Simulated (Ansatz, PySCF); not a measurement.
This triplet is an excited state, 0.57 eV above the relaxed singlet at the level frozen-core CCSD(T)/cc-pVTZ // PBE0-D3(BJ)/def2-TZVP (Ansatz, a program for electronic structure).

# H4Si2, SMILES `[SiH][SiH3]` (excited triplet) (charge 0, multiplicity 3)

The numbers are results of PBE0-D3(BJ)/def2-TZVP (PySCF 2.14.0), not measurements.

The highest occupied spin orbital comes out as -5.79 eV, the dipole moment is 0.16 D and the total energy comes out as -581.0609 Ha. The cost is about 40 core-seconds (a rough figure).

```xyz
6

Si     1.5382    -0.3576    -0.5614
Si    -0.6810    -0.0117     0.0026
H      2.6625     0.2156     0.2340
H     -1.0320     1.4345    -0.0285
H     -0.9877    -0.5469     1.3573
H     -1.5000    -0.7339    -1.0041
```
Charge 0, spin multiplicity 3.
